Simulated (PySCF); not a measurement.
Cartesian coordinates (Å):
```xyz
3

B     -0.0011     0.3389     0.0000
H     -1.0768    -0.1729     0.0000
H      1.0779    -0.1660     0.0000
```
Charge 0, spin multiplicity 2.

### Question
Give the highest occupied spin orbital, total energy and dipole moment at the level PBE-D3(BJ)/def2-TZVP // PBE0-D3(BJ)/def2-TZVP in PySCF 2.14.0.

### Answer

highest occupied spin orbital: -4.92 eV
total energy: -25.8833 Ha
dipole moment: 0.51 D
